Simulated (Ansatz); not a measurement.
Basis-set extrapolation for `[CH3][Al]1[NH][SiH]1C` (PBE0-D4/def2-TZVP geometry, frozen core, Ansatz). Multiplicity 1, RHF reference.

```json
{"": "HF", "def2-TZVPP": "-665.789990", "def2-QZVPP": "-665.812434"}
{"": "MP2 correlation", "def2-TZVPP": "-0.761326", "def2-QZVPP": "-0.812788"}
{"": "CCSD(T) correlation", "def2-TZVPP": "-0.845323", "def2-QZVPP": "not run"}
```

Energies in hartree. Use E(X) = E(∞) + A·exp(−7.88·√X) for Hartree–Fock and E(X) = E(∞) + B·X^(−2.97) for correlation, with X = 3 and 4, and add CCSD(T) minus MP2 of the smaller set to the MP2 limit.

What is the CCSD(T) energy at the basis-set limit?

HF limit: -665.812434 + (-0.022444) × 0.13774 = -665.81553. MP2 limit: -0.812788 + (-0.051462) × 0.74074 = -0.85091. Higher-order term: -0.845323 − (-0.761326) = -0.08400. Total: -666.75044 hartree, 302.3 kJ/mol below CCSD(T)/def2-TZVPP.
